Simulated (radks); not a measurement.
Question: Coherent X-ray form factor from a spherical all-electron density. Calculated with a radial shooting solver on a logarithmic mesh with Libxc functionals: non-relativistic Kohn-Sham, PBE, spin-polarised, spherical densities, point nucleus.

sin(theta)/lambda (1/angstrom),f0 (electrons)
0.05,9.912
0.1,9.656
0.15,9.252
0.2,8.732
0.25,8.132
0.3,7.486
0.4,6.184
0.5,5.008
0.6,4.039
0.8,2.728
1,2.029
1.25,1.604
1.5,1.388
2,1.115

The species is in the configuration that NIST lists as its ground one. Which atom or ion scatters so?

Answer: The magnesium ion Mg2+, [Ne]. Extrapolating in s^2 from the first two rows gives f0(0) = 10.0, near the electron count 10; among species with that count, the fall with angle is slower the higher Z, and the table is that of Z = 12; from so few rows the species is fixed only to a neighbour or two.
